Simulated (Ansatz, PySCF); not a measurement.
Reaction (SMILES): CCOC=O → C[CH]OC=O + H atom (the C-H bond at the site shown breaks; other sites are not compared here)
Structures are relaxed separately at B3LYP-D3(BJ)/def2-TZVP in Ansatz (an electronic-structure program), one conformer each, not searched for the lowest.

Wanted: bond dissociation energy (0 K, with B3LYP-D3(BJ) harmonic zero-point energies from PySCF), in eV. Cores are frozen in the correlated levels unless marked. Open shells are spin-unrestricted. Spin-orbit coupling is left out. Non-relativistic. CBS(X,Y): correlation extrapolated as X^-3; Hartree-Fock from the larger set. The bracket is a focal-point correction in the basis named.

| level | program | bond dissociation energy (eV) | minus last row |
|---|---|---|---|
| HF/6-31G* | Ansatz | 3.19 | -1.03 |
| PBE0-D3(BJ)/def2-TZVPD | Ansatz + dftd3 | 3.94 | -0.28 |
| PBE0-D4/def2-TZVP | Ansatz + dftd4 | 3.94 | -0.28 |
| PBE0/def2-TZVPD | Ansatz | 3.92 | -0.30 |
| TPSSh/def2-TZVPD | PySCF | 4.00 | -0.22 |
| SCS-MP2/STO-3G | Ansatz | 4.97 | 0.75 |
| SCS-MP2/6-31G | Ansatz | 3.79 | -0.43 |
| CCSD(T)/STO-3G | Ansatz | 4.59 | 0.37 |
| CCSD(T)/cc-pVTZ | Ansatz | 4.15 | -0.07 |
| RI-MP2/CBS(cc-pVTZ,cc-pVQZ)+[CCSD(T)-MP2]/cc-pVTZ | Ansatz | 4.22 | 0.00 |
